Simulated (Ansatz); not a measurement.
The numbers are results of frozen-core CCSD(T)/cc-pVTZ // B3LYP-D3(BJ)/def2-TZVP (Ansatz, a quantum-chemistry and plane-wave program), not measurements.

Ansatz 0.2 input:
```yaml
crystal:
  periodic: [false, false, false]
  atoms:
    - { symbol: N, position_ang: [-0.65865, -0.004786, -0.013763] }
    - { symbol: C, position_ang: [0.92007, -0.001863, 0.021709] }
    - { symbol: O, position_ang: [1.470827, 0.990312, -0.236776] }
    - { symbol: H, position_ang: [-0.97697, 0.934628, -0.277483] }
    - { symbol: H, position_ang: [-1.050391, -0.247064, 0.903707] }
    - { symbol: H, position_ang: [-1.013202, -0.683853, -0.697174] }
    - { symbol: H, position_ang: [1.308318, -0.987374, 0.299783] }
basis:
  gaussian: { orbitals: cc-pVTZ }
correlation:
  method: ccsd_t
total_charge: 1
```

Output:

```
Functional definition: HF
849 factors; integrals over basis functions are off by at most 1.0e-3 eV
mean field evaluation 1: about -4601.2528 eV, gradient 5.6e1 eV
mean field evaluation 2: about -4601.2546 eV, gradient 5.6e1 eV
mean field evaluation 4: about -4606.9700 eV, gradient 5.6e0 eV
mean field evaluation 8: about -4607.0717 eV, gradient 3.4e-1 eV
mean field evaluation 16: about -4606.9667 eV, gradient 5.6e0 eV
mean field -4607.07252414 eV, -169.3067924761 hartree, gradient 2.5e-6 eV, S^2 0.000000; 0 other end points of the search recorded, 0 dependent functions left out
3 core orbitals not correlated
reference -4607.07252414 eV, -169.3067924761 hartree; 9, 9 occupied and 134, 134 virtual orbitals, 849 factors
second order -16.38151600 eV of doubles, -0.00000000 eV of singles
cycle   1  -16.25307014 eV  change    1.3e-1 eV  update   9.4e-2
cycle   2  -16.67635554 eV  change   -4.2e-1 eV  update   3.1e-2
cycle   3  -16.79746343 eV  change   -1.2e-1 eV  update   1.6e-2
cycle   4  -16.78546847 eV  change    1.2e-2 eV  update   3.7e-3
cycle   5  -16.78622364 eV  change   -7.6e-4 eV  update   1.7e-3
cycle   6  -16.78699228 eV  change   -7.7e-4 eV  update   4.6e-4
cycle   7  -16.78675789 eV  change    2.3e-4 eV  update   2.1e-4
cycle   8  -16.78668658 eV  change    7.1e-5 eV  update   6.6e-5
cycle   9  -16.78669219 eV  change   -5.6e-6 eV  update   2.3e-5
cycle  10  -16.78668276 eV  change    9.4e-6 eV  update   8.8e-6
perturbative correction -0.68687794 eV, -0.0252422987 hartree
Total energy: -4624.54608483 eV, -169.9489339877 hartree
```

Cost: roughly 14 core-seconds.
